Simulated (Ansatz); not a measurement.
System: sum formula GaH2Cl, net charge 0, singlet state. 
Geometry from a B3LYP-D3(BJ)/def2-TZVP (Ansatz, an electronic-structure program) optimisation:
SMILES: [Cl][GaH2]
```xyz
4

Cl     1.3067    -0.6404     0.0485
Ga    -0.6373     0.3123    -0.0237
H     -0.6084     1.8689    -0.0295
H     -1.8488    -0.6647    -0.0617
```

Wanted: atomisation energy (electronic, to ground-state atoms), in eV. Correlated levels leave the core frozen unless marked. Open shells are spin-unrestricted. No spin-orbit coupling. Frozen are the shells of the preceding noble gas and the d and f shells that filled before the atom's block. No relativistic terms. The coupled-cluster limit lacks core correlation, which all-electron functionals hold. Basis-set limits of correlation are two-point, X^-3; Hartree-Fock from the larger set.

```tsv
level	program	atomisation energy (eV)
HF/def2-TZVPP	Ansatz	7.39
```

Question: What does CCSD(T)/CBS(def2-TZVPPD,def2-QZVPPD) (Ansatz) give?

Answer: 9.73 eV, so HF/def2-TZVPP differs from it by -2.34 eV.
